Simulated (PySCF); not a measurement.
Computed IR spectrum (relative IR intensity) of a molecule C₅H₈O. Geometry optimised at PBE-D3(BJ)/def2-SVP. One conformer was computed; it need not be the lowest. The numbers are results of PBE-D3(BJ)/def2-SVP run with PySCF 2.14.0, not measurements. Harmonic, unscaled wavenumbers; measured fundamentals usually lie a few per cent lower.

| ν (cm⁻¹) | relative intensity |
|---|---|
| 71 | 2.4 |
| 247 | 7.7 |
| 414 | 4.8 |
| 642 | 5.3 |
| 803 | 4.3 |
| 857 | 26 |
| 863 | 12 |
| 932 | 13 |
| 958 | 27 |
| 1042 | 2.2 |
| 1091 | 100 |
| 1158 | 8.9 |
| 1163 | 19 |
| 1222 | 4.4 |
| 1279 | 6.2 |
| 1330 | 9.2 |
| 1377 | 4.3 |
| 1386 | 9.8 |
| 1418 | 3.1 |
| 1701 | 13 |
| 2882 | 59 |
| 2889 | 95 |
| 2973 | 13 |
| 3003 | 23 |
| 3043 | 32 |
| 3053 | 12 |
| 3072 | 6.8 |
| 3166 | 7.5 |

Q: Which structure fits?
A. C=C1CCOC1
B. C#CCCCO
C. CCC1=COC1
D. CC1=C[C@H](C)O1

A: A, C=C1CCOC1
